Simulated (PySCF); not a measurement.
C₂H₁₁NSi₂, SMILES C[SiH](C)N[SiH3]. Geometry optimised at B3LYP-D3(BJ)/def2-SVP. The values are those of a single conformer.

Computed equilibrium geometry at B3LYP-D3(BJ)/def2-SVP (PySCF confirms it by a frequency run) as bond lengths and angles (one conformer of several):
Atoms: Si1 C2 C3 N4 Si5 H6 H7 H8 H9 H10 H11 H12 H13 H14 H15 H16. Bond lengths (Å): Si1–C2 1.882, Si1–C3 1.880, Si1–N4 1.753, Si1–H6 1.499, C2–H7 1.103, C2–H8 1.103, C2–H9 1.102, C3–H10 1.102, C3–H11 1.102, C3–H12 1.102, N4–Si5 1.742, N4–H13 1.018, Si5–H14 1.496, Si5–H15 1.492, Si5–H16 1.494. Bond angles (°): C2–Si1–C3 111.2, C2–Si1–N4 110.4, C2–Si1–H6 107.8, C3–Si1–N4 107.6, C3–Si1–H6 109.2, N4–Si1–H6 110.6, Si1–C2–H7 111.0, Si1–C2–H8 111.2, Si1–C2–H9 110.8, H7–C2–H8 107.5, H7–C2–H9 108.3, H8–C2–H9 107.9, Si1–C3–H10 110.2, Si1–C3–H11 111.7, Si1–C3–H12 111.2, H10–C3–H11 107.6, H10–C3–H12 107.9, H11–C3–H12 108.1, Si1–N4–Si5 129.6, Si1–N4–H13 115.9, Si5–N4–H13 114.3, N4–Si5–H14 113.4, N4–Si5–H15 107.5, N4–Si5–H16 111.8, H14–Si5–H15 108.4, H14–Si5–H16 106.7, H15–Si5–H16 109.0.
